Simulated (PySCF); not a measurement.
F2Fe, neutral, multiplicity 5. Atoms are numbered in the order given.

```xyz
3

Fe     0.0000     0.0000     0.0000
F      0.0000     0.0000    -1.7526
F      0.0000     0.0000     1.7526
```
Charge 0, spin multiplicity 5.

Coordinates come from a PBE0-D3(BJ)/def2-TZVP optimisation. The spin state was assumed, not searched.

Calculation: PBE/def2-TZVPD (PySCF).

Mulliken values depend strongly on the basis, most of all with diffuse functions as here. ESP charges are fitted to the potential on shells at 1.4 to 2.0 van der Waals radii. Atomic charges (e):

| atom | ESP fit | meta-Löwdin | Mulliken | Mulliken spin |
|---|---|---|---|---|
| Fe1 | 0.81 | 1.24 | 1.07 | 3.74 |
| F2 | -0.41 | -0.62 | -0.53 | 0.13 |
| F3 | -0.41 | -0.62 | -0.53 | 0.13 |
